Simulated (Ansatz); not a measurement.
Consider the ligand exchange at the Si–S bond: `SS[SiH2]Cl` + `S[SiH2]Cl` → `Cl[SiH2]S[SiH2]Cl` + `SS`.

Calculated with Ansatz (gas phase, PBE0-D4/def2-TZVP geometries, no zero-point term in ΔE). CCSD(T)/CBS is the MP2 limit (def2-TZVPP, def2-QZVPP) plus CCSD(T) − MP2 in def2-TZVPP, frozen cores. This one scheme is used for every species. Functionals use def2-TZVPP. B3LYP here is the variant with VWN-RPA as its local correlation; programs differ in this. Each species was taken in one conformer, which may not be the lowest.

`SS[SiH2]Cl`:

```xyz
7

S    -0.759    0.282    2.039
S    -0.577   -1.267    0.685
Si   -0.036   -0.094   -1.006
Cl    1.820    0.750   -0.771
H     0.534    0.346    2.410
H     0.019   -1.024   -2.158
H    -1.001    1.006   -1.199
```

`S[SiH2]Cl`:

```xyz
6

S     0.338   -1.654   -0.242
Si   -0.087    0.424   -0.264
Cl    1.189    1.513    0.921
H    -0.083   -1.829    1.022
H    -1.454    0.695    0.229
H     0.097    0.851   -1.667
```

`Cl[SiH2]S[SiH2]Cl`:

Cartesian coordinates in Å:
```
Cl -1.503 -1.009 1.679
Si -0.696 0.826 1.243
S -0.483 1.124 -0.854
Si 0.608 -0.621 -1.398
Cl 2.305 -0.847 -0.269
H -1.629 1.880 1.694
H 0.605 0.905 1.935
H -0.201 -1.843 -1.220
H 0.995 -0.415 -2.810
```

`SS`:

Z-matrix (Å, degrees):
```
S
S 1 2.046
H 1 1.347 2 98.6
H 2 1.347 1 98.6 3 -90.5
```

Question: Is it downhill or uphill in electronic energy at CCSD(T)/CBS, and by how much? (Best estimate.)

Answer: Computed: Downhill: ΔE = -0.9 kcal/mol.

Question: What do these levels give: r2SCAN-D4, PBE0-D4, B3LYP-D4, ωB97X-V, ωB97M-V, B2PLYP, r2SCAN, SCS-MP2/def2-TZVPP, CCSD/def2-TZVPP, CCSD(T)/def2-TZVPP, MP2/CBS(def2), CCSD/CBS(def2)? (Estimate.)

Answer: Ansatz gave: r2SCAN-D4 -0.7, PBE0-D4 -1.0, B3LYP-D4 -1.0, ωB97X-V -1.1, ωB97M-V -1.0, B2PLYP -0.2, r2SCAN -0.5, SCS-MP2/def2-TZVPP -0.8, CCSD/def2-TZVPP -0.8, CCSD(T)/def2-TZVPP -0.7, MP2/CBS(def2) -1.1, CCSD/CBS(def2) -0.9 kcal/mol.

Largest T1 diagnostic among the species: 0.011.

The D4 term adds −1.1 kcal/mol with B3LYP and −0.7 kcal/mol with PBE0; it sums over pairs of atoms, weighted by their polarisabilities, and B3LYP, whose exchange is more repulsive, gets the larger term.
